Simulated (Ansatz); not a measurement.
Total energies of C₆H₁₂N₂O (relaxed from a model of 1-ethyl-3-methylimidazolium hydroxide, whose bonding it doesn't keep) from Ansatz at PBE-D4/def2-TZVPD, gas phase (1 Eh = 27.2114 eV = 2625.5 kJ/mol). The reference geometry is relaxed at PBE0-D4/def2-SVP.

```csv
state,geometry,energy (Eh)
charge 0 singlet,reference,-420.21266
charge -1 doublet,reference,-420.17778
charge -1 doublet,relaxed at PBE0-D4/def2-SVPD,-420.17823
free C atom (triplet),–,-37.79605
free N atom (quartet),–,-54.53224
free H atom (doublet),–,-0.49962
free O atom (triplet),–,-75.01069
```

**Question.** Work out the vertical electron affinity, to the doublet.

**Answer.** E(charge 0 singlet) − E(charge -1 doublet) = -420.21266 − (-420.17778) = -0.03488 Eh = -0.95 eV; negative, so the extra electron isn't bound.

**Question.** How much does the charge -1 doublet relax, and what is the adiabatic electron affinity?

**Answer.** Relaxation: -420.17778 − (-420.17823) = 0.00045 Eh = 0.01 eV. Adiabatic electron affinity: -0.03443 Eh = -0.94 eV, without zero-point energy. 

**Question.** What is the binding energy per atom against free atoms?

**Answer.** Atoms: 6 × (-37.79605) + 2 × (-54.53224) + 12 × (-0.49962) + 1 × (-75.01069) = -416.84691 Eh. Binding: -416.84691 − (-420.21266) = 3.36575 Eh = 91.59 eV, or 4.36 eV for each of 21 atoms (no zero-point energy, no counterpoise term).

At PBE-D4/def2-TZVPD the highest occupied level of the charge -1 doublet lies above zero (up to 2.24 eV). By energy differences it is unbound by 0.95 eV (vertical, against the charge 0 singlet, at PBE-D4/def2-TZVPD) and held by the finite basis. At PBE-D4/def2-TZVPD the highest occupied level of the relaxed charge -1 doublet lies above zero (up to 2.24 eV). By energy differences it is unbound by 0.94 eV (each at its own geometry, against the charge 0 singlet, at PBE-D4/def2-TZVPD) and held by the finite basis.
